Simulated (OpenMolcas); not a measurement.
# How methods differ on CH6O2Si (SMILES C[SiH](O)O)

CH6O2Si: 10 atoms, total charge 0, spin state singlet. As SMILES, `C[SiH](O)O`. The shape is that of a PBE0-D4/def2-TZVP optimisation. This is one conformer, not always the lowest.

```
atom    x (Å)    y (Å)    z (Å)
   C  -1.2930   0.3478  -0.1464
  Si   0.5175   0.1800   0.2068
   O   0.6504  -1.1560   1.1608
   O   1.4250   0.0585  -1.1616
   H  -1.6811  -0.5498  -0.6356
   H  -1.8534   0.4891   0.7808
   H  -1.4844   1.2038  -0.7974
   H   1.0886   1.3699   0.8847
   H   1.5215  -1.3669   1.4998
   H   1.1921  -0.6276  -1.7889
```

Quantity: the energy change with the C1–H6 bond stretched from 1.093 to 1.257 Å, in eV. The values are calculated.

```csv
level,kind,program,value (eV),less CCSD(T)/cc-pVDZ
HF/cc-pVDZ (unrestricted),Hartree–Fock,OpenMolcas,0.36,+0.08
SVWN5/cc-pVDZ (restricted),LDA,OpenMolcas,0.25,-0.03
BLYP/cc-pVDZ (restricted),GGA,OpenMolcas,0.25,-0.03
M06-L/cc-pVDZ (restricted),meta-GGA,OpenMolcas,0.32,+0.04
B3LYP/cc-pVDZ (restricted),global hybrid,OpenMolcas,0.29,+0.01
M06-2X/cc-pVDZ (restricted),hybrid meta-GGA,OpenMolcas,0.31,+0.03
B2PLYP/cc-pVDZ (restricted),double hybrid,OpenMolcas,0.30,+0.02
MP2/cc-pVDZ (restricted),perturbation theory,OpenMolcas,0.31,+0.03
CCSD(T)/cc-pVDZ (restricted),coupled cluster or CI,OpenMolcas,0.28,0.00
```

CCSD(T)/cc-pVDZ (restricted) is the highest level here, not the true value. The first shape isn't each level's own minimum. The values span 0.25 to 0.36 eV.
